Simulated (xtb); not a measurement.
Job for xtb: GFN1-xTB on ClGaH2O (SMILES [OH][GaH][Cl]), a point of a torsion scan.

```
$ xtb mol.xyz --gfn 1 --sp --chrg 0 --uhf 0
5

O     -1.15025137    -0.20063426    -0.34520866
Ga     0.56596044    -0.11971039    -0.47416812
Cl     1.16554841     0.61917090    -2.30803937
H     -1.83459531    -0.45555389     0.26670841
H      1.45492976    -0.56720672     0.69198032
```

The head of its log:

```
[...]
           -------------------------------------------------
          |                Calculation Setup                |
           -------------------------------------------------



           -------------------------------------------------
          |                 G F N 1 - x T B                 |
           -------------------------------------------------

        Reference                      10.1021/acs.jctc.7b00118
      * Hamiltonian:
        H0-scaling (s, p, d)           1.850000    2.250000    2.000000
        zeta-weighting                 0.000000
      * Dispersion:
        s8                             2.400000
        a1                             0.630000
        a2                             5.000000
        s9                             0.000000
      * Repulsion:
        kExp                           1.500000
        rExp                           1.000000
      * Coulomb:
        alpha                          2.000000
        third order                    atomic
        anisotropic                    false
      * Halogen bond correction:
        rad-scale                      1.300000
        damping                        0.440000


          ...................................................
          :                      SETUP                      :
          :.................................................:
          :  # basis functions                  28          :
          :  # atomic orbitals                  26          :
          :  # shells                           12          :
          :  # electrons                        18          :
          :  # halogen bonds                     1          :
          :  max. iterations                   250          :
          :  Hamiltonian                  GFN1-xTB          :
          :  restarted?                      false          :
          :  GBSA solvation                  false          :
          :  PC potential                    false          :
          :  electronic temp.          300.0000000     K    :
          :  accuracy                    1.0000000          :
          :  -> integral cutoff          0.2500000E+02      :
          :  -> integral neglect         0.1000000E-07      :
          :  -> SCF convergence          0.1000000E-05 Eh   :
          :  -> wf. convergence          0.2000000E-04 e    :
          :  Broyden damping             0.4000000          :
          :  net charge                          0          :
          :  unpaired electrons                  0          :
          ...................................................

 iter      E             dE          RMSdq      gap      omega  full diag
   1    -11.4884716 -0.114885E+02  0.530E+00    7.20       0.0  T
   2    -11.4923583 -0.388670E-02  0.307E+00    7.28       1.0  T
```

Task: What total energy does the run end on?

Result: -11.4438 hartree.
